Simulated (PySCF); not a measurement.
B3LYP has the VWN-RPA correlation part, as in Gaussian. Delta-SCF ions had no search for a lower state. Excitations are Tamm–Dancoff values on a coarser integration grid. The basis has no diffuse functions, so Rydberg states are missing or too high.

**HCl$_{2}$InS, SMILES `[SH][In]([Cl])[Cl]` (H–S–In–Cl torsion 0°) (charge 0, multiplicity 1)**

These are B3LYP-D3(BJ)/def2-TZVP // PBE0-D4/def2-TZVP in PySCF values and carry that method's errors.

```yaml
HOMO: -8.04 eV
dipole_moment: 1.75 D
HOMO–LUMO gap: 5.27 eV
LUMO: -2.76 eV
S1 excitation (TDA): 4.21 eV
S1 oscillator strength: 0.008
T1 excitation (TDA): 3.85 eV
S1–T1 gap (TDA): 0.36 eV
vertical ionisation energy (Delta-SCF): 10.32 eV
total_energy: -1509.6337 Ha
cost: roughly 110 core-seconds
```

```xyz
5

S      1.4626    -1.2008    -0.2190
In    -0.5338     0.0053     0.0935
Cl    -0.5534     2.3138     0.0512
Cl    -2.5487    -1.0489     0.4565
H      2.1789    -0.0709    -0.3587
```
Charge 0, spin multiplicity 1.
